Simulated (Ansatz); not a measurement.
Gas-phase electronic energies from Ansatz, PBE0-D4/def2-TZVP geometries. CCSD(T)/CBS is extrapolated from def2-TZVPP and def2-QZVPP, frozen cores. DFT in def2-TZVPP.

`N#CB(F)Cl` + H₂ → `N#CBF` + HCl  (hydrogenolysis of a B–Cl bond)

```tsv
level	ΔE (kJ/mol)
B97M-V	73.1
PBE0-D4	68.1
MP2/def2-QZVPP	71.2
CCSD/cc-pV(Q+d)Z	57.6
```

(1) What does CCSD(T)/CBS give? (Estimate.)

Largest T1 diagnostic among the species: 0.015.

Answers

(1) Ansatz gave: +63.4 kJ/mol. The listed levels differ from it by 9.7, 4.7, 7.8, -5.8 kJ/mol.

From BLYP to BHLYP (50 % exact exchange), in def2-TZVPP and without D4, ΔE moves by −8.0 kJ/mol. Leaving LDA and LC-ωPBE aside and taking each functional with its dispersion term where it has one, the values, not all of them listed here, spread over 17.4 kJ/mol, from BHLYP-D4 to revPBE-D4. LDA lies +6.8 kJ/mol from PBE without D4.
